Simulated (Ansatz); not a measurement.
Correcting a cheap level on molecular compounds of Si

The atomisation enthalpy at 298 K in kJ/mol of 7 molecular compounds of Si: x at r2SCAN0-D4/def2-TZVPP, y from tabulated heats of molecules and atoms (CRC Handbook of Chemistry and Physics, NIST-JANAF tables). Shapes, held fixed at every level: PBE0-D4/def2-TZVP. Computed values hold a harmonic thermal term (PBE0-D4/def2-TZVP) and the atoms' spin-orbit lowering. Programs: Ansatz 0.2.0.

| molecule | x (kJ/mol) | y (kJ/mol) |
| --- | --- | --- |
| SiH3I (SMILES [SiH3]I) | 1209 | 1213 |
| SiH2Cl2 (dichlorosilane (DCS)) | 1435 | 1449 |
| SiCl4 (silicon tetrachloride) | 1587 | 1598 |
| SiH2F2 (SMILES F[SiH2]F) | 1766 | 1836 |
| SiH3(SiH3) (disilane) | 2133 | ? |
| Si(SiF3)F3 (hexafluorodisilane) | 3593 | 3760 |
| Si(CH3)3Cl (chlorotrimethylsilane) | 5010 | 5037 |

Problem. Fit y = c + s·x to the known rows and predict y for SiH3(SiH3).

Solution. 
1. Means of the 6 rows: x = 2433.33, y = 2482.2.
2. Σ(Δx)² = 11641313, Σ(Δx·Δy) = 11829651, so the slope is 11829651/11641313 = 1.0162.
3. Intercept: 2482.2 − (1.0162) × 2433.33 = 9.5. The largest residual of the fit is 99.
4. SiH3(SiH3): 9.5 + 1.0162 × 2133 = 2177 kJ/mol.

The tabulated heats give 2128 kJ/mol, so the prediction is off by +49 kJ/mol, within the largest residual. Uncorrected, r2SCAN0-D4/def2-TZVPP misses it by +5 kJ/mol, and the other rows by 49 on average. With references in doubt, neither the misses nor the line can be laid on the level alone. Left out in turn, the other rows are missed by 85 kJ/mol on average, worse than no correction. The heats of SiH2Cl2, Si(SiF3)F3, Si(CH3)3Cl come from older tables and can be uncertain by 10 kJ/mol or more. The molecules' own spin-orbit binding is left out, so errors for heavy halides read too negative. The tabulated values of SiH3I, SiH2F2, SiH3(SiH3) are in doubt (older tables, estimates, or at odds with other calculations) and kept here. For atoms past krypton def2 sets carry core potentials with scalar relativity.
